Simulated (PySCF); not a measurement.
A small calculation by hand: chemical shift, span and skew from a shielding tensor

F2GeH3NO, SMILES [F][Ge]([OH])([F])[NH2]. Atoms are numbered in the order given.

```xyz
8

N      1.7652     0.1671    -0.4254
Ge     0.0132     0.0102    -0.0139
O     -0.8640     1.4005    -0.6588
F     -0.4096    -0.1142     1.6844
F     -0.5543    -1.5003    -0.6714
H      2.2116     1.0007    -0.0291
H      2.3172    -0.6655    -0.1944
H     -1.7203     1.4971    -0.1997
```

Geometry: PBE-D3(BJ)/def2-SVP. This is a generated structure with no PubChem entry under its InChIKey; it may be hypothetical. The values are those of a single conformer.

GIAO shieldings from PBE0/pcSseg-1 (PySCF), non-relativistic, no solvent. The symmetric part of the tensor of N1 has the principal values 212.6, 242.9, 271.8 ppm. The same nucleus in NH3 has σ = 267.4 ppm at this level (PySCF, at its B3LYP-D3(BJ)/def2-TZVP geometry).

Q: Work out the isotropic shielding, the ¹⁵N shift against NH3, the span and the skew.

A: 
σ(iso) = (σ11 + σ22 + σ33)/3 = 242.4 ppm. δ = σ(ref) − σ(iso) = 267.4 − (242.4) = 25.0 ppm.
Span Ω = σ33 − σ11 = 59.2 ppm. Skew κ = 3(σ(iso) − σ22)/Ω = -0.02. Tumbling in solution averages the tensor to δ; in a static solid the shielding alone would spread this spin-1/2 line over Ω.
